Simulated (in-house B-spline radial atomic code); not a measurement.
## RPBE excitations of Te4+

Method: RPBE. Computed with a B-spline radial code for spherical atoms: linear response of the closed shell [Kr] 4d10 5s2 with the functional's adiabatic kernel; non-relativistic, point nucleus, no spin-orbit coupling, no double excitations, S, P, D and F terms only; shells from n = 3 respond. Only terms of natural parity with L up to 3 were computed.

Without relativity these are model numbers for so heavy an element.

Command:
```bash
python run_td.py task.json out
```
Settings (radii: box in bohr, nucleus in fm):
```
Z                        52
electrons                48
configuration            [Kr] 4d10 5s2
hamiltonian              nr
method                   rpbe,pbe
box_radius               19.1
intervals                56
```

Time taken, with all properties: 1.2 s on 1 thread of Intel(R) Xeon(R) 6975P-C (Granite Rapids), on a shared host.

The lowest states, in the order of their Tamm-Dancoff energies; the method's threshold (minus the highest occupied level) is 51.11 eV. Labels give the largest channel, * marks a mixed state, and oscillator strengths are full-response dipole values. Semilocal kernels can invert the small singlet-triplet splittings of Rydberg terms. Energies in eV:

```tsv
state	full response	Tamm-Dancoff	oscillator strength
5s → 5p 3P	?	?	-
5s → 5p 1P	12.293	12.859	1.51
5s → 5d 3D	23.715	23.759	-
5s → 5d 1D	24.816	24.845	-
5s → 6s 3S	?	?	-
5s → 4f 3F	28.504	28.570	-
5s → 6s 1S	28.560	28.602	-
5s → 4f 1F	29.403	29.418	-
5s → 6p 3P	31.40	31.41	-
5s → 6p 1P	31.72	31.76	0.0774
5s → 6d 3D	37.06	37.07	-
5s → 6d 1D	37.32	37.33	-
5s → 5f 3F	38.25	38.26	-
5s → 5f 1F	38.39	38.39	-
5s → 7s 3S	38.46	38.47	-
5s → 7s 1S	38.64	38.66	-
```

**Question.** Where does 5s → 5p 3P lie?

**Answer.** At 8.601 eV in full response, 8.746 eV in Tamm-Dancoff.

**Question.** Where does 5s → 6s 3S lie?

**Answer.** At 27.838 eV in full response, 27.847 eV in Tamm-Dancoff.

**Question.** How large is the singlet-triplet splitting of 5s → 5p (P terms) in Tamm-Dancoff?

**Answer.** 4.11 eV, from the unrounded values.

**Question.** What polarisabilities and dispersion coefficient does the method give?

**Answer.** Dipole 8.989 bohr³, quadrupole 21.79 bohr⁵, C6 37.25 hartree·bohr⁶ for two such species.
